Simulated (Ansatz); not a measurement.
```yaml
crystal:
  periodic: [false, false, false]
  atoms:
    - {symbol: B, position_ang: [-0.183260, 0.728761, -0.088335]}
    - {symbol: As, position_ang: [-1.028253, -0.749798, -0.812206]}
    - {symbol: As, position_ang: [1.211513, 0.021037, 0.900541]}
basis:
  gaussian: {orbitals: aug-cc-pVDZ}
magnetization: {spin_polarized: true, initial_magnetization: 1}
hamiltonian: {xc: {name: r2SCAN50}}
output: {forces: true}
```

```sh
$ ansatz run in.yaml --threads 4 --pin off --events-out ev --progress --plain --max-ram 3916MiB
```

Shortened log:

```
Functional definition: r2SCAN50
  name "r2SCAN50"
  cite "Bursch, Neugebauer, Ehlert & Grimme, J. Chem. Phys. 156, 134105 (2022) doi:10.1063/5.0086040"
  cite "Furness, Kaplan, Ning, Perdew & Sun, J. Phys. Chem. Lett. 11, 8208 (2020) doi:10.1021/acs.jpclett.0c02405"
  cite "Furness, Kaplan, Ning, Perdew & Sun, J. Phys. Chem. Lett. 11, 9248 (2020) doi:10.1021/acs.jpclett.0c03077"
  parent r2scan
  parameter a = 0.5
  parameter k0 = 0.174
  parameter k1 = 0.065
  parameter a1 = 4.9479
  exchange = (1 - a)*r2scan_x(k0 = k0, k1 = k1, a1 = a1) + a*exact_x
  correlation = r2scan_c
1088 factors; integrals over basis functions are off by at most 5.2e-4 eV
mean field evaluation 1: about -122351.1151 eV, gradient 1.5e1 eV
mean field evaluation 2: about -122350.5520 eV, gradient 1.7e1 eV
mean field evaluation 4: about -122352.7089 eV, gradient 9.3e-1 eV
mean field evaluation 8: about -122352.7419 eV, gradient 1.6e-1 eV
mean field evaluation 16: about -122352.7488 eV, gradient 5.4e-3 eV
mean field evaluation 32: about -122351.7416 eV, gradient 4.6e0 eV
mean field -122352.74877804 eV, -4496.3805839213 hartree, gradient 1.7e-5 eV, S^2 0.887463; 4 other end points of the search recorded, 0 dependent functions left out
the calculation of the forces begins
reference -122352.74879434 eV, -4496.3805845200 hartree; 36, 35 occupied and 59, 60 virtual orbitals, 1088 factors
Total energy: -122352.74879434 eV, -4496.3805845200 hartree
Atom 0 at    -0.183260     0.728761    -0.088335 Å, force     0.138835    -0.552097     0.066921 eV/Å
Atom 1 at    -1.028253    -0.749798    -0.812206 Å, force     0.492846     0.469557     0.396502 eV/Å
Atom 2 at     1.211513     0.021037     0.900541 Å, force    -0.631681     0.082541    -0.463423 eV/Å
Dipole moment:    -0.005146     0.020464    -0.002480 e Å
```

Hardware: 4 threads of Arm Neoverse V1 on a shared host. Wall time 11 s.

The charge 0 doublet is spin-contaminated (final ⟨S²⟩ up to 0.89, 0.75 for a pure state).
